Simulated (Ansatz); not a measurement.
`BSC#C` at its PBE0-D4/def2-TZVP geometry, where that method's forces vanish. Charge 0, multiplicity 1.

```xyz
7

B     0.0255   -0.7121   -0.2080
S    -1.7922   -0.4334    0.5987
C    -0.6770    0.7544    0.4812
C     0.4687    1.0420    0.1015
H    -0.0763   -0.8537   -1.3865
H     0.6883   -1.3834    0.5194
H     1.3630    1.5862   -0.1064
```

**Question.** What forces (eV/Å) does ωB97M-V/def2-TZVPP give on these atoms in Ansatz 0.2.0? (An estimate is asked.)

**Answer.** Ansatz gave: 
```
B1   0.115 -0.320 -0.135
S2  -0.240 -0.185  0.044
C3   0.533  0.370 -0.110
C4  -0.294  0.074  0.138
H5   0.027  0.020  0.157
H6  -0.077  0.093 -0.105
H7  -0.065 -0.053  0.011
```
